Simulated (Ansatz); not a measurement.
Cr₂B₂. Total charge 0; singlet. Geometry r2SCAN-D4/def2-SVP, basis def2-TZVP, Ansatz.

```xyz
4

Cr    0.858    0.504   -0.256
Cr   -0.859   -0.351   -0.440
B    -0.647    1.165    0.623
B     0.649   -1.318    0.073
```

```
run  HOMO (eV)  LUMO (eV)
  A      -5.55      -2.96
  B      -4.47      -3.59
  C      -4.61      -3.42
  D      -5.72      -2.71
```

B3LYP takes the VWN-RPA correlation. No other spin state of charge 0 was run. Another isomer (triplet) lies 4.30 eV lower at PBE0-D4/def2-TZVP; other spin states weren't run for this one.

Q: The runs used B3LYP, PBE, PBE0, r2SCAN. Estimate which is which.

A: A B3LYP (20 % exact exchange); B PBE (0 % exact exchange); C r2SCAN (0 % exact exchange); D PBE0 (25 % exact exchange). Exact exchange lowers occupied and raises empty levels; among semilocal functionals meta-GGAs tend to open the gap a little, and such runs are hard to tell apart. The gap grows from 0.88 eV (PBE) to 3.01 eV (PBE0). The restricted singlet is unstable towards broken spin symmetry in Hartree–Fock (as tested in another run); at B3LYP-D4/def2-TZVP, PBE-D4/def2-TZVP, r2SCAN-D4/def2-TZVP, PBE0-D4/def2-TZVP this wasn't settled.
